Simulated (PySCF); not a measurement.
# Electronic absorption of C4H14BGeNO2

Species: C₄H₁₄BGeNO₂.
InChI=1S/C4H14BGeNO2/c1-7(6)4-5(8-2)9-3/h4H2,1-3,6H3

Method: TDDFT CAM-B3LYP/def2-SVPD, vertical, gas phase, core orbitals frozen in the response in PySCF 2.14.0, density-fitted response routines. One conformer (not necessarily the lowest) at the PBE0-D3(BJ)/def2-SVP geometry, without solvent, vibrations or thermal averaging. The CAM-B3LYP/def2-SVPD calculation is non-relativistic and has no spin–orbit coupling, an omission that weighs most on germanium. Torsions of this conformer, `[CH3:1][O:2][B:3]([CH2:4][N:5]([CH3:6])[GeH3:7])[O:8][CH3:9]`: C1–O2–B3–C4 -3°, O2–B3–C4–N5 174°, B3–C4–N5–C6 180°, O2–B3–O8–C9 -1°.

Task: Predict the UV-vis stick spectrum at this level.

Result: 

```json
{"state": "S1", "λ (nm)": "235.7", "E (eV)": "5.26", "f": "0.024", "|μ| (D)": "1.09", "main configurations (H = HOMO, L = LUMO)": "H→L (76%), H→L+2 (14%)"}
{"state": "S2", "λ (nm)": "211.7", "E (eV)": "5.86", "f": "0.016", "|μ| (D)": "0.84", "main configurations (H = HOMO, L = LUMO)": "H→L+3 (44%), H→L+1 (32%)"}
{"state": "S3", "λ (nm)": "197.3", "E (eV)": "6.29", "f": "0.0005", "|μ| (D)": "0.14", "main configurations (H = HOMO, L = LUMO)": "H→L+1 (55%), H→L+6 (19%), H→L+3 (13%)"}
{"state": "S4", "λ (nm)": "194.8", "E (eV)": "6.36", "f": "0.0053", "|μ| (D)": "0.47", "main configurations (H = HOMO, L = LUMO)": "H→L+4 (85%), H→L+9 (10%)"}
{"state": "S5", "λ (nm)": "191.4", "E (eV)": "6.48", "f": "0.0059", "|μ| (D)": "0.49", "main configurations (H = HOMO, L = LUMO)": "H→L+2 (50%), H→L+5 (24%)"}
{"state": "S6", "λ (nm)": "182.0", "E (eV)": "6.81", "f": "0.091", "|μ| (D)": "1.88", "main configurations (H = HOMO, L = LUMO)": "H→L+7 (86%)"}
{"state": "S7", "λ (nm)": "177.0", "E (eV)": "7.00", "f": "0.0048", "|μ| (D)": "0.42", "main configurations (H = HOMO, L = LUMO)": "H→L+10 (65%), H→L+8 (9%)"}
{"state": "S8", "λ (nm)": "173.6", "E (eV)": "7.14", "f": "0.0004", "|μ| (D)": "0.12", "main configurations (H = HOMO, L = LUMO)": "H→L+5 (38%), H→L+2 (17%), H→L+8 (15%)"}
{"state": "S9", "λ (nm)": "170.4", "E (eV)": "7.28", "f": "0.020", "|μ| (D)": "0.85", "main configurations (H = HOMO, L = LUMO)": "H→L+9 (69%)"}
{"state": "S10", "λ (nm)": "168.7", "E (eV)": "7.35", "f": "0.0027", "|μ| (D)": "0.31", "main configurations (H = HOMO, L = LUMO)": "H→L+6 (39%), H→L+10 (12%), H→L+3 (12%)"}
```

Triplets, Tamm–Dancoff:

```tsv
state	E (eV)	λ (nm)	main configurations (H = HOMO, L = LUMO)
T1	5.16	240.3	H→L (74%), H→L+2 (15%)
T2	5.42	228.8	H→L+3 (42%), H→L+1 (28%)
T3	6.18	200.5	H→L+4 (73%), H→L+9 (17%)
T4	6.19	200.4	H→L+1 (48%), H→L+6 (23%), H→L+3 (12%)
```

The lowest singlet lies at 5.26 eV (236 nm, ultraviolet) and is weak; its leading configuration is HOMO→LUMO (76%). The strongest level in the table is S6 at 6.81 eV (182 nm, f = 0.091). Löwdin shares by element: HOMO nitrogen 55%, carbon 17% or more, germanium 7% (atoms not listed hold the other 21%); LUMO boron 34%, germanium 12%, carbon 12% or more (atoms not listed hold the other 42%). Of the 10 states listed, 4 reach f = 0.01 and 2 stay under 0.0005. The oscillator strengths of these states sum to 0.171; summed over the whole spectrum of an exact calculation they would give the number of electrons, 98 (Thomas–Reiche–Kuhn). Orbital energies (eV): HOMO-3 -10.05, HOMO-2 -9.87, HOMO-1 -9.82, HOMO -7.15, LUMO 0.77, LUMO+1 1.37, LUMO+2 1.64. All these states lie below the vertical ionisation energy of 7.66 eV (ΔSCF). Only the lowest 10 singlets were computed, as vertical energies without vibronic structure.

Without π bonds the low states are Rydberg-like; a valence basis with one diffuse set may place them up to an eV too high.
